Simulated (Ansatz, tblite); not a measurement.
Forces on the cluster Pd₃O₃⁻ at its r2SCAN-D4/def2-SVPD geometry. Total charge -1; doublet.

In the def2 sets Pd takes a core potential; there is no spin–orbit coupling. The xTB rows come from tblite. At PBE-D4/def2-TZVPD the charge -1 doublet is spin-contaminated (final ⟨S²⟩ up to 1.39, 0.75 for a pure state). Another isomer (doublet) lies 0.96 eV lower at PBE0-D4/def2-TZVPD; other spin states weren't run for this one.

GFN1-xTB (tblite), largest force 1.86 eV/Å:

```xyz
6
positions Å, forces eV/Å
Pd   -2.885    0.990    1.181    0.111   -0.042   -0.105
Pd   -0.663    0.216    0.121    0.330   -0.149   -0.690
Pd    1.609   -0.580   -1.093    0.225   -0.032    0.571
O    -1.184    0.497    1.897    0.197   -0.094   -0.483
O    -0.105   -0.077   -1.670    0.782   -0.152    1.448
O     3.228   -1.046   -0.436   -1.645    0.469   -0.741
```

GFN2-xTB (tblite), largest force 1.70 eV/Å:

```
Pd 0.290 -0.124 -0.479
Pd 0.015 -0.040 -0.571
Pd -0.557 0.242 1.009
O 0.572 -0.201 -0.304
O 1.091 -0.265 1.209
O -1.411 0.388 -0.864
```

PBE-D4/def2-TZVPD (Ansatz), largest force 0.27 eV/Å:

```
Pd -0.254 0.084 0.053
Pd 0.009 -0.011 -0.129
Pd 0.057 -0.023 -0.077
O 0.069 -0.011 0.167
O 0.064 -0.022 -0.022
O 0.056 -0.017 0.008
```
